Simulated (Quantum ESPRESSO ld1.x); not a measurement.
The numbers below are computed, except where a source is named.
Question: The aim is the bromine ion Br+ in [Ar] 3d10 4s2 4p4. What will ld1.x (Quantum ESPRESSO 7.5) do with this input?

```
 &input
    zed=35.0,
    iswitch=1,
    rel=1,
    dft='PBESOL',
    config='[Ar] 3d10 4s2 4p4',
    relativistic=1,
    prefix='ld1',
    max_out_wfc=37,
    file_charge='ld1.rho',
 /
```

Answer: Refused. The program stops in ld1_readin with "reading input namelist": the namelist holds a keyword that &input does not know.

Output (excerpt):

```
     Program LD1 v.7.5 starts

 %%%%%%%%%%%%%%%%%%%%%%%%%%%%%%%%%%%%%%%%%%%%%%%%%%%%%%%%%%%%%%%%%%%%%%%%%%%%%%
     Error in routine ld1_readin (5010):
     reading input namelist
 %%%%%%%%%%%%%%%%%%%%%%%%%%%%%%%%%%%%%%%%%%%%%%%%%%%%%%%%%%%%%%%%%%%%%%%%%%%%%%

     stopping ...
```

Run on one thread of a shared host, so times are rough (Intel(R) Xeon(R) Processor @ 2.60GHz): 0.29 s of CPU time, 0.94 s wall, peak memory 26 MiB.
